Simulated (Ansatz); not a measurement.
Calculated with Ansatz (gas phase, PBE0-D4/def2-TZVP geometries, no zero-point term in ΔE). CCSD(T)/CBS is the MP2 limit (def2-TZVPP, def2-QZVPP) plus CCSD(T) − MP2 in def2-TZVPP, frozen cores. Functionals use def2-TZVPP. For Ge outer-core shells are correlated without core-valence functions, which leaves a few kJ/mol of doubt a bond. Scalar relativity is left out up to krypton. One conformer a species, not always the lowest.

Reaction (redistribution): `N[SiH](N)[GeH3]` + `NCO[SiH](O)F` → `O[SiH](F)[O][GeH3]` + `NC[SiH](N)N`

`N[SiH](N)[GeH3]`:

```xyz
12

N    -0.942    1.434    0.560
Si   -0.638   -0.129   -0.072
N    -0.761   -0.035   -1.779
Ge    1.498   -0.744    0.809
H    -0.587    1.710    1.460
H    -1.786    1.930    0.320
H    -1.615   -1.204    0.281
H    -1.057   -0.840   -2.307
H    -0.147    0.558   -2.314
H     1.607   -0.504    2.330
H     2.634    0.061    0.146
H     1.794   -2.237    0.564
```

`NCO[SiH](O)F`:

```xyz
12

N    -0.383   -0.882   -2.133
C    -0.514   -0.031   -1.010
O     0.438   -0.323    0.022
Si    0.301    0.097    1.583
O     0.354    1.702    1.846
F     1.527   -0.615    2.298
H    -0.535   -1.850   -1.883
H     0.535   -0.802   -2.551
H    -0.368    1.005   -1.327
H    -1.527   -0.131   -0.605
H    -0.962   -0.364    2.183
H     1.132    2.194    1.577
```

`O[SiH](F)[O][GeH3]`:

```xyz
10

O    -1.792    0.481    0.024
Si   -0.972   -0.926    0.138
F    -1.120   -1.699   -1.250
O     0.564   -0.584    0.448
Ge    1.654    0.770    0.038
H    -2.653    0.480   -0.396
H    -1.505   -1.826    1.173
H     1.372    1.909    1.026
H     1.384    1.195   -1.412
H     3.068    0.203    0.211
```

`NC[SiH](N)N`:

```xyz
14

N     1.878   -0.450   -0.628
C     0.731    0.304   -1.159
Si   -0.755    0.369   -0.005
N    -1.268   -1.267    0.145
N    -0.435    0.910    1.590
H     1.564   -1.358   -0.302
H     2.243    0.025    0.190
H     1.063    1.321   -1.394
H     0.446   -0.128   -2.127
H    -1.758    1.347   -0.532
H    -1.980   -1.502    0.819
H    -1.338   -1.853   -0.671
H    -0.563    1.871    1.855
H     0.171    0.413    2.219
```

```json
{"level": "PBE0-D4", "ΔE (kJ/mol)": "-61.7"}
{"level": "B2PLYP", "ΔE (kJ/mol)": "-74.6"}
{"level": "PBE0", "ΔE (kJ/mol)": "-59.7"}
{"level": "HF/def2-TZVPP", "ΔE (kJ/mol)": "-84.5"}
{"level": "SCS-MP2/def2-TZVPP", "ΔE (kJ/mol)": "-86.4"}
{"level": "CCSD/def2-TZVPP", "ΔE (kJ/mol)": "-78.9"}
{"level": "CCSD(T)/def2-TZVPP", "ΔE (kJ/mol)": "-77.8"}
{"level": "MP2/def2-QZVPP", "ΔE (kJ/mol)": "-85.5"}
```

(1) What does CCSD(T)/CBS give? (Best estimate.)

Largest T1 diagnostic among the species: 0.012.

Answers

(1) Computed: -76.9 kJ/mol. The listed levels differ from it by 15.2, 2.3, 17.2, -7.6, -9.5, -2.0, -0.9, -8.6 kJ/mol.

The D4 term adds −4.0 kJ/mol with B3LYP and −2.1 kJ/mol with PBE0; it sums over pairs of atoms, weighted by their polarisabilities, and B3LYP, whose exchange is more repulsive, gets the larger term. From PBE to PBE0 (25 % exact exchange), in def2-TZVPP and without D4, ΔE moves by −6.9 kJ/mol.

B3LYP here is the variant with VWN-RPA as its local correlation; programs differ in this.
